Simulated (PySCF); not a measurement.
Computed shifts of a molecule C₄H₁₁FSi, PBE/pcSseg-1 (PySCF), GIAO, gas phase, atoms alike by connectivity averaged where their shifts nearly agree, in ppm (number of nuclei): ¹³C: 34.9 (1), 32.4 (1), 32.3 (1), 28.3 (1). ²⁹Si: 16.1 (1). ¹⁹F: -248.1 (1). ¹H: 5.67 (2), 2.17 (1), 1.39 (6), 1.27 (1), 0.64 (1). References: ¹³C against TMS (σ = 182.0 ppm); ²⁹Si against TMS (σ = 335.4 ppm); ¹⁹F against CFCl3 (σ = 133.6 ppm); ¹H against TMS (σ = 31.49 ppm), references at their B3LYP-D3(BJ)/def2-TZVP geometries, non-relativistic. Coordinates come from a B3LYP-D3(BJ)/def2-SVP optimisation. The values are those of a single conformer.

Which molecule gave these data?
A. C[SiH2]C(C)(C)F
B. C[SiH2]C[C@@H](C)F
C. CC[Si](C)(C)F
D. CC(C)C[SiH2]F

D, CC(C)C[SiH2]F
